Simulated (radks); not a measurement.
Excited configurations of Ti+: one electron is placed in a higher orbital outside [Ar] 3d2. The ground configuration is [Ar] 3d2 4s1. Method: scalar-relativistic Kohn-Sham, r2SCAN, spin-unpolarised, spherical densities, finite nucleus; meta-GGA in the generalised Kohn-Sham scheme; Fermi nuclear charge, rms radius 3.5921 fm; computed with a radial shooting solver on a logarithmic mesh with Libxc functionals. Excitation = E - E(ground); binding = E(ion) - E, where the ion is the core of charge +2; n* = 2/sqrt(2 binding) in atomic units, and the quantum defect is n - n*.

| outer orbital | excitation (eV) | binding (eV) | n* | quantum defect | <r> (bohr) |
|---|---|---|---|---|---|
| 4p | 3.758 | 9.382 | 2.408 | 1.592 | 3.982 |
| 4d | 7.858 | 5.282 | 3.210 | 0.790 | 6.236 |
| 4f | 9.816 | 3.325 | 4.046 | -0.046 | 9.070 |
| 5s | 7.211 | 5.929 | 3.030 | 1.970 | 7.045 |
| 5p | 8.440 | 4.700 | 3.403 | 1.597 | 8.365 |
| 6p | 10.292 | 2.848 | 4.371 | 1.629 | 14.17 |
| 6d | 11.068 | 2.072 | 5.125 | 0.875 | 18.65 |
| 6f | 11.578 | 1.562 | 5.903 | 0.097 | 23.66 |
| 7s | 10.938 | 2.202 | 4.971 | 2.029 | 18.95 |
| 7p | 11.227 | 1.913 | 5.334 | 1.666 | 21.44 |
| 7d | 11.669 | 1.471 | 6.083 | 0.917 | 27.06 |

The Delta-SCF ionisation energy is 13.140 eV (NIST Atomic Spectra Database: 13.576 eV, measured). Self-interaction in the functional shifts the binding energies and quantum defects, so they are the method's values and not measured ones. Spin polarisation and multiplet splitting are left out, so open shells lie too high by an amount that depends on their filling.

Beside tabulated values, note that spin-unpolarised runs miss the spin-polarisation part of the exchange energy of open shells.
